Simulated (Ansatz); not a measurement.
Frontier orbitals of `[OH][In]([OH])[Cl]`.

Total charge 0; spin multiplicity 1. Correlated methods include outer-core shells of In, which these sets cover unevenly. In: def2 effective core potential. The structure was optimised at the PBE0-D4/def2-TZVP level. It is one conformer, not always the lowest. Basis def2-TZVPP, the Gaussian-basis code of Ansatz.

| functional | HOMO (eV) | LUMO (eV) |
| --- | --- | --- |
| r2SCAN0 | -9.15 | -2.10 |

Problem. Give HOMO and LUMO (eV) with LDA (SPW92), PBE, revPBE, BLYP, r2SCAN, B97M-V, PBE0, B3LYP, r2SCANh, HSE06 (plane-wave form), BHLYP, CAM-B3LYP, LC-ωPBE, ωB97X-V, ωB97M-V, HF. (An estimate is asked.)

Solution. The calculation gave: 
```tsv
functional	HOMO	LUMO
LDA (SPW92)	-7.49	-3.46
PBE	-7.25	-3.14
revPBE	-7.16	-3.01
BLYP	-7.16	-3.13
r2SCAN	-7.63	-2.91
B97M-V	-7.68	-3.01
PBE0	-8.91	-2.24
B3LYP	-8.65	-2.59
r2SCANh	-8.27	-2.58
HSE06 (plane-wave form)	-8.50	-2.61
BHLYP	-10.27	-1.42
CAM-B3LYP	-10.32	-1.33
LC-ωPBE	-11.70	0.03
ωB97X-V	-11.33	-0.16
ωB97M-V	-11.22	-0.34
HF	-12.41	0.99
```

B3LYP here is the variant with VWN-RPA as its local correlation; programs differ in this. LC-ωPBE has ω = 0.4 bohr⁻¹.
